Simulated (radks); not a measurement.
Zn I, 30 electrons, occupied as [Ar] 3d10 4s2. All-electron calculation, Dirac Kohn-Sham, PBE, spin-unpolarised, spherical densities, finite nucleus; Fermi nuclear charge, rms radius 3.9283 fm. Program: a radial shooting solver on a logarithmic mesh with Libxc functionals.

Normalised radial functions P(r) = r R(r) (large component), r in bohr:

r          3d5/2
0.002512  0.0000
0.003297  0.0000
0.004328  0.0000
0.005726  0.0001
0.007516  0.0001
0.009866  0.0003
0.01295   0.0006
0.017     0.0013
0.02231   0.0027
0.02929   0.0057
0.03844   0.0119
0.05086   0.0245
0.06676   0.0481
0.08763   0.0906
0.115     0.1629
0.151     0.2762
0.1982    0.4361
0.2601    0.6333
0.3414    0.8345
0.4517    0.9894
0.5929    1.0323
0.7783    0.9518
1.022     0.7814
1.341     0.5756
1.76      0.3812
2.31      0.2249
3.032     0.1148
4.012     0.0470
5.266     0.0153
6.912     0.0036
9.073     0.0005

3d5/2: eigenvalue -9.998 eV, 0 radial nodes, <r> = 0.915 bohr, 90 % of the charge inside 1.62 bohr.
